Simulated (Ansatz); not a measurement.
`C[O][GeH]([OH])[Cl]` → `[CH2]` (triplet) + `[OH][GeH]([OH])[Cl]`  (formal loss of a carbene)

Gas-phase electronic energies from Ansatz, PBE0-D4/def2-TZVP geometries. CBS: MP2 limit from def2 TZ/QZ plus the TZ coupled-cluster correction, frozen cores. This one scheme is used for every species. Functionals use def2-TZVPP. B3LYP here is the variant with VWN-RPA as its local correlation; programs differ in this. Triplets are unrestricted, without spin–orbit coupling. For Ge outer-core shells are correlated without core-valence functions, which leaves a few kJ/mol of doubt a bond. Scalar relativity is left out up to krypton. Each species was taken in one conformer, which may not be the lowest.

| level | ΔE (eV) |
| --- | --- |
| B3LYP | 3.81 |
| CCSD/CBS(def2) | 3.82 |

Q: What does CCSD(T)/CBS give? (Estimate.)

A: Ansatz gave: +3.93 eV. The listed levels differ from it by -0.12, -0.11 eV.

Q: What do rigid-rotor, harmonic-oscillator terms from PBE0-D4/def2-TZVP frequencies (298.15 K, 1 bar) make of the CCSD(T)/CBS value? (An estimate is asked.)

A: Computed: ΔZPE = -0.30 eV, ΔH = +3.69 eV, ΔS = 158 J/(mol·K), ΔG = +3.20 eV. Open shells count their whole term as degenerate.

Largest T1 diagnostic among the species: 0.011.

From r2SCAN to r2SCAN0 (25 % exact exchange), in def2-TZVPP and without D4, ΔE moves by −0.06 eV. At CCSD(T), def2-SVP lies −0.06 eV from the extrapolated value and def2-TZVPP −0.09 eV.
